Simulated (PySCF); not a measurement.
## `FC=C=C=C=C(C=O)F`, C₆H₂F₂O

Geometry:
```json
{"atom": "O1", "x (Å)": "2.481", "y (Å)": "-0.785", "z (Å)": "-1.506"}
{"atom": "C2", "x (Å)": "2.787", "y (Å)": "-0.445", "z (Å)": "-0.395"}
{"atom": "C3", "x (Å)": "1.825", "y (Å)": "0.007", "z (Å)": "0.642"}
{"atom": "F4", "x (Å)": "2.410", "y (Å)": "0.333", "z (Å)": "1.794"}
{"atom": "C5", "x (Å)": "0.516", "y (Å)": "0.091", "z (Å)": "0.466"}
{"atom": "C6", "x (Å)": "-0.735", "y (Å)": "0.140", "z (Å)": "0.210"}
{"atom": "C7", "x (Å)": "-1.990", "y (Å)": "0.194", "z (Å)": "-0.039"}
{"atom": "C8", "x (Å)": "-3.271", "y (Å)": "0.313", "z (Å)": "-0.320"}
{"atom": "F9", "x (Å)": "-4.149", "y (Å)": "-0.659", "z (Å)": "-0.133"}
{"atom": "H10", "x (Å)": "3.845", "y (Å)": "-0.436", "z (Å)": "-0.030"}
{"atom": "H11", "x (Å)": "-3.718", "y (Å)": "1.224", "z (Å)": "-0.733"}
```

Method used: TDDFT CAM-B3LYP/aug-cc-pVDZ circular dichroism and optical rotation, one conformer, gas phase (PySCF). Geometry: PBE0-D3(BJ)/def2-SVP.

No stereocentre is labelled: unless the shape is locked (an allene, a helicene, a hindered biaryl), the mirror image is equally populated and a measured rotation or CD is zero.

(1) Draw the ECD and absorption spectra from the lowest 12 states, each a Gaussian of half-width 0.3 eV at 1/e height.

## Answers

(1) 
| E (eV) | λ (nm) | Δε (L mol⁻¹ cm⁻¹) | ε (L mol⁻¹ cm⁻¹) |
| --- | --- | --- | --- |
| 2.61 | 474 | -0.03 | 0.369 |
| 2.71 | 457 | -0.08 | 1 |
| 2.81 | 441 | -0.18 | 2.19 |
| 2.91 | 425 | -0.31 | 3.85 |
| 3.01 | 411 | -0.42 | 5.48 |
| 3.11 | 398 | -0.44 | 6.5 |
| 3.21 | 386 | -0.31 | 6.84 |
| 3.31 | 374 | -0.02 | 7.24 |
| 3.41 | 363 | +0.35 | 9.14 |
| 3.51 | 353 | +0.70 | 16.5 |
| 3.61 | 343 | +0.97 | 47.3 |
| 3.71 | 334 | +1.10 | 168 |
| 3.81 | 325 | +1.09 | 561 |
| 3.91 | 317 | +0.97 | 1560 |
| 4.01 | 309 | +0.80 | 3530 |
| 4.11 | 301 | +0.66 | 6410 |
| 4.21 | 294 | +0.59 | 9330 |
| 4.31 | 287 | +0.53 | 10900 |
| 4.41 | 281 | +0.45 | 10200 |
| 4.51 | 275 | +0.32 | 7600 |
| 4.61 | 269 | +0.19 | 4610 |
| 4.71 | 263 | +0.10 | 2510 |
| 4.81 | 258 | +0.08 | 2220 |
| 4.91 | 252 | +0.18 | 4830 |
| 5.01 | 247 | +0.44 | 12100 |
| 5.11 | 242 | +0.92 | 25500 |
| 5.21 | 238 | +1.56 | 43100 |
| 5.31 | 233 | +2.11 | 58300 |
| 5.41 | 229 | +2.30 | 63200 |
| 5.51 | 225 | +2.01 | 54900 |
| 5.61 | 221 | +1.45 | 38300 |
| 5.71 | 217 | +0.92 | 21500 |
| 5.81 | 213 | +0.60 | 9930 |
| 5.91 | 210 | +0.51 | 3990 |
| 6.01 | 206 | +0.59 | 1620 |
| 6.11 | 203 | +0.88 | 794 |
| 6.21 | 200 | +1.41 | 504 |
| 6.31 | 196 | +1.93 | 466 |
| 6.41 | 193 | +1.73 | 683 |
| 6.51 | 190 | +0.01 | 1160 |
| 6.61 | 187 | -3.20 | 1750 |
| 6.71 | 185 | -6.58 | 2190 |

Δε uses R in velocity form, ε uses f in length form. Only the states computed contribute, so the short-wavelength end is incomplete.
